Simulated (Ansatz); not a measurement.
Start from `Bc1ccccc1` and change one atom or group to get `O=C/C=C(\O)c1ccccc1`.

Ansatz, PBE0-D4/def2-TZVP geometries, multiplicity 1. Each molecule was computed in one conformer, which needn't be the lowest.

```tsv
property	`Bc1ccccc1`
LUMO energy (ωB97M-V/def2-TZVPP) / eV	-0.10
HOMO–LUMO gap (B3LYP/def2-TZVPP) / eV	5.17
HOMO–LUMO gap (PBE0/def2-TZVPP) / eV	5.56
size of the dipole moment (ωB97M-V/def2-TZVPP) / D	1.64
HOMO energy (ωB97M-V/def2-TZVPP) / eV	-9.64
LUMO energy (PBE0/def2-TZVPP) / eV	-2.01
```

Q: What does the change do to each property? (An estimate is asked.)

A: The calculation gave: 
```tsv
property	`O=C/C=C(\O)c1ccccc1`	shift
LUMO energy (ωB97M-V/def2-TZVPP) / eV	-0.17	-0.07
HOMO–LUMO gap (B3LYP/def2-TZVPP) / eV	4.39	-0.78
HOMO–LUMO gap (PBE0/def2-TZVPP) / eV	4.76	-0.80
size of the dipole moment (ωB97M-V/def2-TZVPP) / D	3.53	1.89
HOMO energy (ωB97M-V/def2-TZVPP) / eV	-8.92	0.72
LUMO energy (PBE0/def2-TZVPP) / eV	-2.16	-0.15
```

With PBE0 the HOMO rises by 0.66 eV and the LUMO falls by 0.15 eV, so the gap narrows by about 0.81 eV. PBE moves the HOMO by 0.70 eV and ωB97M-V by 0.72 eV. Dipoles are sizes alone; their direction can turn.

B3LYP here is the variant with VWN-RPA as its local correlation; programs differ in this.
